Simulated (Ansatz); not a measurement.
C8H6S, SMILES `c1ccc2sccc2c1`. The species carries charge 0 and has multiplicity 1. All single points use the PBE0-D4/def2-TZVP geometry.

```xyz
15

C    -1.193   -1.640    0.279
C    -1.757   -0.977   -0.816
C    -1.206    0.193   -1.296
C    -0.073    0.697   -0.664
S     0.800    2.131   -1.067
C     1.920    1.864    0.213
C     1.659    0.743    0.923
C     0.509    0.044    0.441
C    -0.072   -1.141    0.906
H    -1.645   -2.558    0.637
H    -2.639   -1.387   -1.295
H    -1.643    0.706   -2.145
H     2.724    2.568    0.367
H     2.255    0.414    1.764
H     0.362   -1.658    1.754
```

Question: What is the dipole moment at r2SCAN/def2-TZVPP? (Best estimate.)

Answer: Ansatz gave: 0.59 D, with components (0.26, -0.25, 0.46) D in this frame, pointing from negative to positive charge.

Question: And with PBE, B3LYP, ωB97M-V? (An estimate is asked.)

Answer: Ansatz gave: PBE 0.53 D, B3LYP 0.56 D, ωB97M-V 0.58 D.

Question: Give the Mulliken charges with r2SCAN, B3LYP, ωB97M-V in def2-TZVPP. (An estimate is asked.)

Answer: Computed: 
| atom | r2SCAN | B3LYP | ωB97M-V |
| --- | --- | --- | --- |
| C1 | -0.08 | -0.11 | -0.10 |
| C2 | -0.10 | -0.13 | -0.13 |
| C3 | -0.13 | -0.13 | -0.11 |
| C4 | 0.01 | -0.01 | -0.06 |
| S5 | 0.04 | 0.03 | 0.09 |
| C6 | -0.05 | -0.10 | -0.13 |
| C7 | -0.23 | -0.19 | -0.17 |
| C8 | 0.13 | 0.05 | 0.05 |
| C9 | -0.15 | -0.16 | -0.15 |
| H10 | 0.10 | 0.12 | 0.11 |
| H11 | 0.10 | 0.12 | 0.11 |
| H12 | 0.09 | 0.12 | 0.11 |
| H13 | 0.10 | 0.13 | 0.12 |
| H14 | 0.09 | 0.13 | 0.12 |
| H15 | 0.09 | 0.12 | 0.11 |

B3LYP here is the variant with VWN-RPA as its local correlation; programs differ in this.
